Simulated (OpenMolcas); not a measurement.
# Nb4+: moving the ligands

Nb4+ with 4 ligands (chloride) in tetrahedral coordination (Td) at 2.31 Å. Ligand basis ANO-RCC-VDZP.

```
Program             : OpenMolcas
Method              : SS-CASPT2, IPEA 0.25 Eh, imaginary shift 0.1 Eh (closed shells correlated: 4s 4p and the ligand valence shells)
Basis               : ANO-RCC-VDZP [6s5p3d1f]
Scalar Hamiltonian  : DKH2, point nucleus
Active space        : 1 electron in 5 orbitals (4d)
State averaging     : 2S+1 = 2 even, 5 roots
Spin-orbit coupling : RASSI with atomic mean-field integrals over the reference wave functions
```

Runs around this geometry, states (labels of Td). Energies in cm-1 above the lowest state or level, χT in cm3 K/mol; 10Dq is the gap between the two states; 10Dq is negative for this site.

```
R (Å)  Ground state  First state of that spin    10Dq  First gap with spin-orbit (degeneracies)  χT at 300 K
 2.24            2E                 2T2 10100  -10099                              10090 (4, 4)        0.341
 2.31            2E                  2T2 9470   -9469                               9440 (4, 4)        0.336
 2.43            2E                  2T2 8520   -8516                               8460 (4, 4)        0.327
```

Taking |10Dq| as R^-n, n = -ln(8516 / 10099) / ln(2.43 / 2.24) = 2.1 between the shortest and longest distance. The point-charge formula for a cubic d site gives n = 5.

Roots that are degenerate in the reference are averaged as groups; the widest CASPT2 spread within a group is 12 cm-1 (the 3-fold group of multiplicity 2 near 9470 cm-1 above the lowest state of its run, R = 2.31). Shifts and gaps below about the spread of the groups concerned are not significant. Over all roots computed the reference weight is 0.72 in R = 2.24, 0.72 in R = 2.31, 0.72 in R = 2.43; a low but even weight reflects the number of correlated electrons. An orbital doublet at a regular site is open to a Jahn-Teller distortion, which this geometry leaves out. Ligand-to-metal charge-transfer states are missing. With one d shell and no ligand orbital active, 10Dq can be off by a tenth or more. The least metal-like active orbital is 68 % on the metal (Löwdin) and no ligand orbital is active, so the numbers are rough (holds for R = 2.24). The least metal-like active orbital is 71 % on the metal (Löwdin) and no ligand orbital is active, so the numbers are rough (holds for R = 2.31). The least metal-like active orbital is 75 % on the metal (Löwdin) and no ligand orbital is active, so the numbers are rough (holds for R = 2.43). No measured value stands beside these numbers; the geometry was imposed, not optimised, and the real ion may take another.
